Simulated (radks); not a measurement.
The numbers below are computed, except where a source is named.
Q: All-electron atom: the magnesium ion Mg+ in [Ne] 3s1. Level of theory: Dirac Kohn-Sham, PBE, spin-unpolarised, spherical densities, finite nucleus; Fermi nuclear charge, rms radius 3.057 fm (a radial shooting solver on a logarithmic mesh with Libxc functionals). Some entries of the table are withheld. Estimate them.

orbital  occ.  eigenvalue (eV)  <r^2> (bohr^2)
1s1/2       2              (1)             (2)
2s1/2       2              (3)          0.5842
2p1/2       2         -55.8634             (4)
2p3/2       4         -55.5742             (5)
3s1/2       1         -11.3778           9.013

A: 
(1) 1s1/2 eigenvalue (eV): -1268.800
(2) 1s1/2 <r^2> (bohr^2): 0.02300
(3) 2s1/2 eigenvalue (eV): -88.9096
(4) 2p1/2 <r^2> (bohr^2): 0.6046
(5) 2p3/2 <r^2> (bohr^2): 0.6085
